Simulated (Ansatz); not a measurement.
Consider the redistribution: `N[C](=O)[GeH2][OH]` + `O[SiH](O)O[SiH2]F` → `[OH][GeH2][O][SiH](O)O` + `NC(=O)[SiH2]F`.

Program: Ansatz. Geometries: PBE0-D4/def2-TZVP. ΔE: electronic, gas phase. CCSD(T)/CBS is the MP2 limit (def2-TZVPP, def2-QZVPP) plus CCSD(T) − MP2 in def2-TZVPP, frozen cores. Functionals use def2-TZVPP. B3LYP here is the variant with VWN-RPA as its local correlation; programs differ in this. For Ge outer-core shells are correlated without core-valence functions, which leaves a few kJ/mol of doubt a bond. Scalar relativity is left out up to krypton. One conformer a species, not always the lowest.

```json
{"level": "r2SCAN-D4", "ΔE (kJ/mol)": "58.8", "difference from CCSD(T)/CBS": "-1.2"}
{"level": "PBE0-D4", "ΔE (kJ/mol)": "56.9", "difference from CCSD(T)/CBS": "-3.1"}
{"level": "ωB97X-V", "ΔE (kJ/mol)": "54.4", "difference from CCSD(T)/CBS": "-5.6"}
{"level": "r2SCAN", "ΔE (kJ/mol)": "59.2", "difference from CCSD(T)/CBS": "-0.8"}
{"level": "PBE0", "ΔE (kJ/mol)": "58.5", "difference from CCSD(T)/CBS": "-1.5"}
{"level": "B3LYP", "ΔE (kJ/mol)": "60.6", "difference from CCSD(T)/CBS": "0.6"}
{"level": "MP2/def2-TZVPP", "ΔE (kJ/mol)": "58.8", "difference from CCSD(T)/CBS": "-1.2"}
{"level": "SCS-MP2/def2-TZVPP", "ΔE (kJ/mol)": "57.6", "difference from CCSD(T)/CBS": "-2.4"}
{"level": "HF/CBS(def2)", "ΔE (kJ/mol)": "64.7", "difference from CCSD(T)/CBS": "4.7"}
{"level": "CCSD/CBS(def2)", "ΔE (kJ/mol)": "61.7", "difference from CCSD(T)/CBS": "1.7"}
{"level": "CCSD(T)/CBS", "ΔE (kJ/mol)": "60.0", "difference from CCSD(T)/CBS": "0"}
```

Largest T1 diagnostic among the species: 0.015.

In def2-TZVPP, CCSD(T) changes the Hartree–Fock value by −5.5 kJ/mol (the triples alone add −1.7 kJ/mol) and MP2 by −4.7 kJ/mol. From PBE to PBE0 (25 % exact exchange), in def2-TZVPP and without D4, ΔE moves by +3.5 kJ/mol.
